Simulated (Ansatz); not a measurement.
Cartesian coordinates (Å):
```xyz
5

O     -1.1225    -0.8331     0.0213
Al     0.1149     0.3111    -0.0050
I     -0.5147     2.6854    -0.0268
I      2.4857    -0.3843    -0.0209
H     -0.9634    -1.7791     0.0313
```
Charge 0, spin multiplicity 1.

All values below come from frozen-core CCSD(T)/def2-TZVPP // B3LYP-D3(BJ)/def2-TZVP run with Ansatz (a first-principles code).

| Quantity | Result |
|---|---|
| HF energy | -910.92519 Ha |
| MP2 correlation energy | -1.29962 Ha |

**Question.** Estimate the CCSD correlation energy, the (T) correction, the total energy and the T1 diagnostic.

**Answer.** 
- CCSD correlation energy: -1.24401 Ha
- (T) correction: -0.03216 Ha
- CCSD(T) total energy: -912.20136 Ha
- T1 diagnostic: 0.009
